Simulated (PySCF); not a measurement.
Series SiXY, Y = H, computed as singlets and as triplets. All species are isolated molecules in the gas phase. One relaxed conformer stands for each flexible species; it need not be the lowest. Strings in code marks are SMILES.

The numbers are results of PBE-D3(BJ)/def2-TZVP // PBE0-D3(BJ)/def2-TZVP run with PySCF, not measurements. 

```json
[
 {"species": "X = methyl, multiplicity 1 (`C[SiH]` (lower singlet))", "dipole moment (D)": "1.19"},
 {"species": "X = methyl, multiplicity 3 (`C[SiH]` (excited triplet))", "dipole moment (D)": "1.12"},
 {"species": "X = fluoro, multiplicity 1 (`F[SiH]` (lower singlet))", "dipole moment (D)": "0.84"},
 {"species": "X = chloro, multiplicity 1 (`[SiH]Cl` (lower singlet))", "dipole moment (D)": "0.81"},
 {"species": "X = chloro, multiplicity 3 (`[SiH]Cl` (excited triplet))", "dipole moment (D)": "0.77"},
 {"species": "X = hydroxy, multiplicity 1 (`O[SiH]` (lower singlet; H–O–Si–H torsion 180°))", "dipole moment (D)": "–"},
 {"species": "X = hydroxy, multiplicity 3 (`O[SiH]` (excited triplet; H–O–Si–H torsion 98°))", "dipole moment (D)": "–"},
 {"species": "X = amino, multiplicity 1 (`N[SiH]` (lower singlet))", "dipole moment (D)": "–"},
 {"species": "X = silyl, multiplicity 3 (`[SiH][SiH3]` (excited triplet))", "dipole moment (D)": "0.20"},
 {"species": "X = ethynyl, multiplicity 1 (`C#C[SiH]` (lower singlet))", "dipole moment (D)": "1.03"},
 {"species": "X = vinyl, multiplicity 3 (`C=C[SiH]` (excited triplet; C–C–Si–H torsion 0°))", "dipole moment (D)": "–"},
 {"species": "X = isocyano, multiplicity 1 (`[C-]#[N+][SiH]` (lower singlet))", "dipole moment (D)": "2.74"}
]
```
